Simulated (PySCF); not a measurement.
F2H2HfS2, multiplicity 1. Atoms are numbered in the order given.

```xyz
7

Hf     0.0000     0.0000     0.2124
F      0.0000    -1.5119     1.3776
F      0.0000     1.5119     1.3776
S     -1.9764     0.0000    -1.2403
H     -2.8482     0.0000    -0.2000
S      1.9764     0.0000    -1.2403
H      2.8482     0.0000    -0.2000
```
Charge 0, spin multiplicity 1.

Coordinates come from a B3LYP-D3(BJ)/def2-SVP optimisation. A frequency run showed that this geometry is not a minimum. The multiplicity is an assumed one; no other spin state was optimised. The structure was generated by enumeration; whether it is a known compound was not checked. The def2 effective core potentials stand for the cores of Hf; spin–orbit coupling is left out. The values are those of a single conformer.

Computed with ωB97X/def2-TZVP in PySCF.

Isolated molecule, no solvent.

```yaml
total_energy: -1045.65392 hartree
point_group: C2v
highest_occupied_level: -10.51 eV
lowest_empty_level: -0.34 eV
orbital_gap: 10.17 eV
dipole_moment: 0.73 D
quadrupole, principal values (traceless, Buckingham form, about the centre of nuclear charge): -5.70, -4.44, 10.14 D·Å
mean_static_polarisability: 74.2 bohr³ (11.00 Å³)
polarisability_principal_values: 59.6, 71.3, 91.8 bohr³
```
